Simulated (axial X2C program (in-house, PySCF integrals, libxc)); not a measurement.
What spin–orbit coupling does to WSi⁻

Computed with an axial X2C code built on PySCF integrals. Spin-free means the one-electron spin-free X2C Hamiltonian; two-component (2c) means X2C with spin–orbit coupling and atomic mean-field two-electron Coulomb and Gaunt terms, so the difference of the two also holds small scalar two-electron terms. Basis: W dyall-acv3z [14s15p10d7f4g], Si dyall-av3z [9s8p3d2f] (cores contracted in-house); Gaussian nuclei, density fitting, unrestricted open shells. Masses: W 183.951 u, Si 27.977 u.

Spin-free state: M_S = 3/2, Λ = 0 (beyond evenly filled blocks: σα, δ+α, δ-α); fragments W + Si-.

```csv
level,Re (Å),ωe (cm⁻¹),μ (D)
PBE0,2.281,369.9,-6.32
B3LYP,2.261,401.5,-5.55
```

Dipoles are positive if Si is the positive end and refer to the centre of mass.

Two-component determinant lowest at the distance of the search:

Ω = 3/2 (⟨Sz⟩ = 1.47, ⟨Lz⟩ = 0.03 at PBE0); fragments W + Si-.

| level | Re (Å) | ωe (cm⁻¹) | μ (D) |
| --- | --- | --- | --- |
| PBE0 | 2.282 | 368.2 | -6.30 |
| B3LYP | 2.264 | 397.7 | -5.52 |

(1) From the two tables, how do the constants change at the PBE0 level (2c against spin-free)?

The state is one determinant whose occupation by symmetry is held fixed; it was picked as the lowest of a PBE0 search that is not exhaustive. De is not given where an atomic determinant may have missed its ground term or J level, or where the truncated virtual space spoils (T). Density functionals use the spin component along the axis (collinear). Other states lie close and PBE0, whose exact exchange favours high spin, may order them wrongly; the determinant shown need not be the ground state. The nearest other spin-free determinant of the search, M_S = 1/2, Λ = 2, lies 0.77 eV up at the distance of the search. Without a current term, density functionals place determinants with orbital angular momentum somewhat too high. With several unpaired electrons one determinant need not be a pure state. The highest occupied level of some functionals is positive through self-interaction error; at Hartree–Fock it is bound. This is the top spin component of a Σ state; components of lower Ω are not single determinants and can lie lower. The determinant is spin-polarised beyond a pure state at some levels (its spin-free form has ⟨S²⟩ too high), which makes Re and μ there less reliable.

Answers

(1) At the PBE0 level Re goes up by 0.001 Å and ωe goes down by 1.7 cm⁻¹.
